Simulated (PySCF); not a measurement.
# State search for BiB

Unrestricted PBE0; Bi x2c-TZVPPall, B x2c-TZVPPall; spin-free X2C with a Gaussian nucleus (PySCF 2.14). Outer shells of the fragments: Bi 5d10 6s2 6p3; B 2s2 2p1.

Followed along the bond (rough minima from three points):

```csv
2Ms+1,unpaired,⟨S²⟩ at the start,R at minimum (Å),Te (eV)
3,"σ ↑, π ↑",2.01,2.13,0.00
1,"σ ↓, π ↑",1.09,2.13,0.14
3,π ↑↑,2.01,2.37,0.49
1,π ↑↓,1.00,2.37,0.75
1,none,0.00,none in the scan,≤ 0.85
```

Solutions found at the starting distance of 2.275 Å, counted from the lowest of them; the search is not exhaustive and high or unbound solutions are not listed, so other states can lie among these:

```
2Ms+1    unpaired   term  E (eV)  ⟨S²⟩  ⟨Lz²⟩  μ (D)
    3    σ ↑, π ↑  mixed    0.00  2.01   1.53  -1.09
    1    σ ↓, π ↑  mixed    0.13  1.09   1.52  -1.05
    3        π ↑↑  mixed    0.38  2.01   0.51  -2.42
    1        π ↑↓  mixed    0.64  1.00   2.53  -2.51
    1        none  mixed    1.15  0.00   0.51  -0.75
    5  σ ↑, π ↑↑↑  mixed    1.27  6.01   1.52  -1.85
```

A term symbol is given only where ⟨S²⟩ and ⟨Lz²⟩ are close to those of a pure state; real π, δ and φ orbitals otherwise mix terms. A positive dipole means Bi(−)B(+).

Spin–orbit coupling is left out, which matters for elements this heavy, above all for dissociation energies.
